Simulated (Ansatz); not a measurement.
Consider the formal exchange of groups at a C–Ge bond: `FC[CH](F)[GeH3]` + CH₄ → `CC(F)CF` + GeH₄.

Isolated molecules relaxed with PBE0-D4/def2-TZVP in Ansatz; ΔE leaves out vibrations. CCSD(T)/CBS adds triple-zeta CCSD(T) − MP2 to the extrapolated MP2 energy (def2 sets, frozen cores). This one scheme is used for every species. DFT in def2-TZVPP. B3LYP here is the variant with VWN-RPA as its local correlation; programs differ in this. For Ge outer-core shells are correlated without core-valence functions, which leaves a few kJ/mol of doubt a bond. Scalar relativity is left out up to krypton. One conformer a species, not always the lowest.

Question: Is it downhill or uphill in electronic energy at CCSD(T)/CBS, and by how much? (An estimate is asked.)

Answer: The calculation gave: Nearly level: ΔE = +1.7 kJ/mol.

Question: What do these levels give: PBE-D4, r2SCAN-D4, B3LYP-D4, ωB97X-V, B2PLYP, PBE0, HF/def2-TZVPP, MP2/def2-TZVPP, SCS-MP2/def2-TZVPP, HF/def2-QZVPP, MP2/def2-QZVPP, SCS-MP2/def2-QZVPP? (An estimate is asked.)

Answer: Computed: PBE-D4 4.2, r2SCAN-D4 1.1, B3LYP-D4 2.3, ωB97X-V -2.8, B2PLYP 0.1, PBE0 -2.4, HF/def2-TZVPP -13.6, MP2/def2-TZVPP 2.6, SCS-MP2/def2-TZVPP 0.0, HF/def2-QZVPP -14.5, MP2/def2-QZVPP 3.5, SCS-MP2/def2-QZVPP 0.7 kJ/mol.

Largest T1 diagnostic among the species: 0.012.

In def2-TZVPP, CCSD(T) changes the Hartree–Fock value by +13.4 kJ/mol (the triples alone add +2.0 kJ/mol) and MP2 by +16.3 kJ/mol. From PBE to PBE0 (25 % exact exchange), in def2-TZVPP and without D4, ΔE moves by −5.0 kJ/mol.
